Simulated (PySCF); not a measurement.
# Worked example: oscillator strength and radiative lifetime

CH₉N₃Si, SMILES NC[SiH](N)N.

Geometry optimised at r2SCAN-D4/def2-SVP. This is a generated structure with no PubChem entry under its InChIKey; it may be hypothetical. One conformer was computed; it need not be the lowest.

TDDFT-PBE/def2-SVPD run with PySCF 2.14.0 puts the first singlet state with f over 0.02 at 5.84 eV (vertical), with the transition dipole (0.553, 0.282, 0.058) in atomic units.

### Question
Find the oscillator strength, the wavelength and the radiative lifetime that this transition would have in vacuum if emission retraced absorption.

### Answer

|μ|² = 0.3887 au, so |μ| = 1.58 D. ΔE = 5.84/27.211 = 0.2146 hartree. f = (2/3) ΔE |μ|² = 0.056 (the program prints 0.056).
λ = 1239.84/5.84 = 212 nm; ν = 47103 cm⁻¹.
Einstein's coefficient A = 0.6670 ν² f s⁻¹ (ν in cm⁻¹) = 8.2e7 s⁻¹, so τ = 1/A = 12 ns. This state is S5; the lower singlets have f = 0.006, 0.002, 0.019, 0.017. The figure is the radiative limit of this one transition; relaxation, internal conversion, crossing to triplets and a medium change what is measured.
